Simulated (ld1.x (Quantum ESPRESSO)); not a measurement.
What one change does to a pseudopotential (Ta, TM semilocal)

ld1.x (Quantum ESPRESSO) 7.5 input, shortened:

```
&input
   title='Ta', zed=73., rel=1, dft='PBE', iswitch=3,
   config='[Xe] 4f14 5d4 6s1 6p0'
 /
 &inputp
   pseudotype=1, tm=.true., lloc=2,
   nlcc=.true., new_core_ps=.true., rcore=1.10
 /
3
6S  1  0   1.00   0.00  2.30  2.30  0.0
5P  2  1   6.00   0.00  1.75  1.75  0.0
5D  3  2   4.00   0.00  2.10  2.10  0.0
 &test
   configts(1)='5p6 5d4 6s1 6p0'
 /
```

All-electron outer shells of the reference configuration (PBE, scalar-relativistic, ld1.x):

```json
{"shell": "5s", "level (eV)": "-71.32", "outermost node (bohr)": "0.54", "outermost maximum (bohr)": "0.98"}
{"shell": "5p", "level (eV)": "-37.84", "outermost node (bohr)": "0.58", "outermost maximum (bohr)": "1.13"}
{"shell": "4f", "level (eV)": "-23.01", "outermost node (bohr)": "–", "outermost maximum (bohr)": "0.44"}
{"shell": "6s", "level (eV)": "-4.96", "outermost node (bohr)": "1.33", "outermost maximum (bohr)": "2.81"}
{"shell": "5d", "level (eV)": "-2.64", "outermost node (bohr)": "0.65", "outermost maximum (bohr)": "1.60"}
{"shell": "6p", "level (eV)": "-1.21", "outermost node (bohr)": "1.61", "outermost maximum (bohr)": "4.09"}
```

Change: wave 5p (bound): rc 1.75 bohr becomes 5p (bound): rc 2.58 bohr.

Cutoffs: the cutoffs (Ry, on a coarse ladder) from which the occupation-weighted sum of valence levels, in a spherical-Bessel basis at the reference potential, stays within 10 and 1 mRy of its value at 400 Ry; they do not see the model core or the augmentation charge, which bear on the density cutoff. Errors are all-electron minus pseudo energies relative to the spin-unpolarised reference configuration.

Task: Predict the effect on cutoff, ghosts and configuration errors.

Result: The potential gets softer (40 Ry and 70 Ry → 30 Ry and 40 Ry); of the 7 tests that both files solve, the error grows in 1 and shrinks in 0 by more than 15 % and 0.3 meV (median size 24.9 → 21.9 meV); neither file shows a bound ghost. A larger radius leaves more room for a smooth pseudo-wave, so fewer plane waves are needed. A semilocal file is local in each channel, so a ghost entry of none says nothing of the separable form that plane-wave codes build from it.

```tsv
quantity	base	changed
cutoff, loose	40 Ry	30 Ry
cutoff, tight	70 Ry	40 Ry
loose cutoff by channel (10 mRy a level)	s 6 Ry, p 25 Ry, d 21 Ry	s 6 Ry, p 18 Ry, d 21 Ry
bound ghosts	none	none
error for 5p6 5d3 6s2 6p0, meV [ΔE -2.09 eV]	-10	-9.8
error for 5p6 5d3 6s1 6p0, meV [ΔE 6.37 eV]	+1.0	+1.2
error for 5p6 5d3 6s0 6p0, meV [ΔE 21.35 eV]	-9.7	-9.8
error for 5p6 5d2 6s2 6p0, meV [ΔE 5.59 eV]	-25	-22
error for 5p6 5d2 6s0 6p0, meV [ΔE 44.95 eV]	-46	-43
error for 5p6 5d3 6s1 6p1, meV [ΔE 2.08 eV]	+72	+148
error for 5p6 5d1 6s0 6p0, meV [ΔE 79.99 eV]	-179	-162
```
